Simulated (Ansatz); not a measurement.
CH3FSSi, SMILES `FC1[SiH2]S1`. Total charge 0; spin multiplicity 1.

Z-matrix (Å, degrees):
```
C
Si 1 1.856
S 1 1.839 2 69.1
F 1 1.366 2 119.7 3 107.4
H 1 1.087 2 123.7 3 -104.2
H 2 1.480 1 120.9 3 105.6
H 2 1.477 1 117.5 3 -107.0
```

**Question.** List the harmonic frequencies (cm⁻¹, unscaled) at PBE0-D4/def2-TZVP in Ansatz. (Best estimate.)

**Answer.** Ansatz gave: 271, 342, 505, 559, 582, 625, 681, 787, 949, 1001, 1109, 1318, 2252, 2276, 3158.

**Question.** Is this a minimum?

**Answer.** Yes, all 15 modes are real.

**Question.** Give the ideal-gas thermochemistry at 298.15 K and 1 bar (rigid rotor, harmonic oscillator; point group C1, symmetry number 1).

**Answer.** Zero-point energy 98.2 kJ/mol; H(298) − E = 113.0 kJ/mol; entropy 297.3 J/(mol·K), of which translation 165.5, rotation 108.0, vibration 23.8; G(298) − E = 24.4 kJ/mol.
